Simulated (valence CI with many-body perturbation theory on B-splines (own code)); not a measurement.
## Level structure of Tb42+

Computed by configuration interaction combined with many-body perturbation theory (CI+MBPT): five valence electrons over a frozen Dirac-Fock core [Ar], a basis of 7 s, 7 p, 8 d, 6 f, 4 g, 1 h functions for each j, with the one-electron correlation potential Σ1, the two-electron term Σ2, the three-electron term Σ3, Breit, model QED; selected CI, second order for the rest, scaled by the run's own slope (own B-spline code, finite nucleus).

The last digits are not significant, and no measured levels were compared; by estimate large intervals hold to a few tenths of a per cent, small ones and those within an open d or f shell to about a per cent. Among the levels kept, up to 250 cm⁻¹ of a level comes from second order outside the variational space, and about a tenth of that is noise between levels of different J, which matters for small intervals. Only levels of the ground parity were solved; by the run's estimate the other parity begins above the list, which can be wrong where configurations are misplaced.

Levels 1 to 37 of 37, with energies above the lowest level, (3d3/2^4 3d5/2) J=5/2. "Leading %" is the weight of the configuration and term that name the level; weights of strongly mixed levels are sums over their largest components and can fall short. In the jj column 3d3/2^4 stands for four electrons in 3d with j = 3/2. Lifetimes count E1, E2, E3, M1 and M2 decay at the calculated energies, and are blank where another channel may lead or the interval is too uncertain; long ones can be off by a factor of two.

| No. | Configuration | Term | J | E (eV) | Leading % | Lifetime | Second component | g | Leading jj |
| --- | --- | --- | --- | --- | --- | --- | --- | --- | --- |
| 1 | 3d5 | 4P | 5/2 | 0.00 | 29 |  | 21 % 3d5 2D | 1.377 | 3d3/2^4 3d5/2 (91 %) |
| 2 | 3d5 | 6S | 5/2 | 27.76 | 39 | 2.40 μs | 23 % 3d5 2F | 1.326 | 3d3/2^3 3d5/2^2 (85 %) |
| 3 | 3d5 | 4G | 7/2 | 38.11 | 36 | 4.51 μs | 24 % 3d5 2F | 1.153 | 3d3/2^3 3d5/2^2 (99 %) |
| 4 | 3d5 | 4D | 3/2 | 39.30 | 40 | 1.70 μs | 32 % 3d5 4P | 1.199 | 3d3/2^3 3d5/2^2 (98 %) |
| 5 | 3d5 | 2H | 11/2 | 39.46 | 41 |  | 38 % 3d5 4G | 1.116 | 3d3/2^3 3d5/2^2 (98 %) |
| 6 | 3d5 | 4G | 9/2 | 43.51 | 35 | 765 μs | 26 % 3d5 2G | 1.139 | 3d3/2^3 3d5/2^2 (94 %) |
| 7 | 3d5 | 4D | 5/2 | 45.95 | 33 | 22.7 μs | 25 % 3d5 2D | 1.142 | 3d3/2^3 3d5/2^2 (89 %) |
| 8 | 3d5 | 4P | 1/2 | 47.84 | 49 | 111 μs | 24 % 3d5 2S | 1.843 | 3d3/2^3 3d5/2^2 (85 %) |
| 9 | 3d5 | 2F | 7/2 | 50.43 | 38 | 41.4 μs | 29 % 3d5 2G | 1.091 | 3d3/2^3 3d5/2^2 (96 %) |
| 10 | 3d5 | 2D | 3/2 | 62.07 | 57 | 11.1 μs | 22 % 3d5 4F | 0.793 | 3d3/2^3 3d5/2^2 (80 %) |
| 11 | 3d5 | 2D | 5/2 | 65.41 | 30 | 953 ns | 27 % 3d5 6S | 1.261 | 3d3/2^2 3d5/2^3 (84 %) |
| 12 | 3d5 | 4D | 7/2 | 71.91 | 52 | 1.85 μs | 40 % 3d5 4G | 1.211 | 3d3/2^2 3d5/2^3 (98 %) |
| 13 | 3d5 | 2I | 11/2 | 72.65 | 52 | 2.69 μs | 46 % 3d5 4G | 1.081 | 3d3/2^2 3d5/2^3 (98 %) |
| 14 | 3d5 | 4G | 9/2 | 74.40 | 57 | 2.74 μs | 38 % 3d5 2G | 1.142 | 3d3/2^2 3d5/2^3 (94 %) |
| 15 | 3d5 | 2I | 13/2 | 77.07 | 100 | 13.6 μs |  | 1.069 | 3d3/2^2 3d5/2^3 (100 %) |
| 16 | 3d5 | 4D | 1/2 | 77.34 | 77 | 1.49 μs | 13 % 3d5 2S | 0.517 | 3d3/2^2 3d5/2^3 (96 %) |
| 17 | 3d5 | 4P | 3/2 | 78.53 | 52 | 922 ns | 33 % 3d5 4F | 1.178 | 3d3/2^2 3d5/2^3 (95 %) |
| 18 | 3d5 | 2F | 5/2 | 79.96 | 42 | 1.74 μs | 29 % 3d5 4D | 1.019 | 3d3/2^2 3d5/2^3 (94 %) |
| 19 | 3d5 | 2H | 9/2 | 84.47 | 53 | 1.34 μs | 47 % 3d5 4F | 1.100 | 3d3/2^2 3d5/2^3 (100 %) |
| 20 | 3d5 | 2G | 7/2 | 86.54 | 61 | 4.82 μs | 35 % 3d5 2F | 0.983 | 3d3/2^2 3d5/2^3 (99 %) |
| 21 | 3d5 | 4F | 5/2 | 88.02 | 62 | 1.32 μs | 25 % 3d5 2D | 1.042 | 3d3/2^2 3d5/2^3 (97 %) |
| 22 | 3d5 | 2D | 3/2 | 89.56 | 87 | 3.40 μs | 7 % 3d5 4D | 0.831 | 3d3/2^2 3d5/2^3 (79 %) |
| 23 | 3d5 | 2G | 7/2 | 93.49 | 44 | 2.32 μs | 38 % 3d5 2F | 1.039 | 3d3/2^2 3d5/2^3 (92 %) |
| 24 | 3d5 | 4P | 1/2 | 93.68 | 36 | 1.53 μs | 32 % 3d5 2P | 1.798 | 3d3/2^2 3d5/2^3 (75 %) |
| 25 | 3d5 | 2G | 9/2 | 100.65 | 74 | 3.88 μs | 13 % 3d5 2H | 1.105 | 3d3/2^2 3d5/2^3 (93 %) |
| 26 | 3d5 | 4P | 5/2 | 108.68 | 34 | 585 ns | 22 % 3d5 2F | 1.249 | 3d3/2 3d5/2^4 (88 %) |
| 27 | 3d5 | 2P | 3/2 | 114.11 | 72 | 3.57 μs | 27 % 3d5 2D | 1.176 | 3d3/2^2 3d5/2^3 (94 %) |
| 28 | 3d5 | 2D | 5/2 | 115.77 | 68 | 1.52 μs | 21 % 3d5 2F | 1.133 | 3d3/2^2 3d5/2^3 (76 %) |
| 29 | 3d5 | 4F | 7/2 | 116.43 | 30 | 827 ns | 28 % 3d5 2F | 1.185 | 3d3/2 3d5/2^4 (98 %) |
| 30 | 3d5 | 2H | 11/2 | 118.04 | 57 | 1.01 μs | 27 % 3d5 2I | 1.065 | 3d3/2 3d5/2^4 (99 %) |
| 31 | 3d5 | 2D | 3/2 | 119.53 | 31 | 651 ns | 28 % 3d5 4D | 0.954 | 3d3/2 3d5/2^4 (94 %) |
| 32 | 3d5 | 2G | 9/2 | 124.73 | 62 | 1.19 μs | 15 % 3d5 2H | 1.110 | 3d3/2 3d5/2^4 (92 %) |
| 33 | 3d5 | 2D | 5/2 | 128.57 | 67 | 1.07 μs | 21 % 3d5 2F | 1.111 | 3d3/2 3d5/2^4 (77 %) |
| 34 | 3d5 | 2G | 7/2 | 131.20 | 58 | 1.17 μs | 32 % 3d5 2F | 0.994 | 3d3/2 3d5/2^4 (95 %) |
| 35 | 3d5 | 2P | 1/2 | 139.12 | 61 | 1.09 μs | 30 % 3d5 2S | 1.146 | 3d3/2 3d5/2^4 (85 %) |
| 36 | 3d5 | 2D | 3/2 | 151.56 | 75 | 771 ns | 18 % 3d5 2P | 0.876 | 3d3/2 3d5/2^4 (92 %) |
| 37 | 3d5 | 2D | 5/2 | 161.44 | 46 | 450 ns | 22 % 3d5 2F | 1.146 | 3d5/2^5 (90 %) |

The ionisation energy to 3d4 3P_0 of the next ion comes out as 3300.9 eV (NIST: 3300 ± 4 eV (theoretical)). All 37 levels together are meant to be complete up to 167.91 eV.
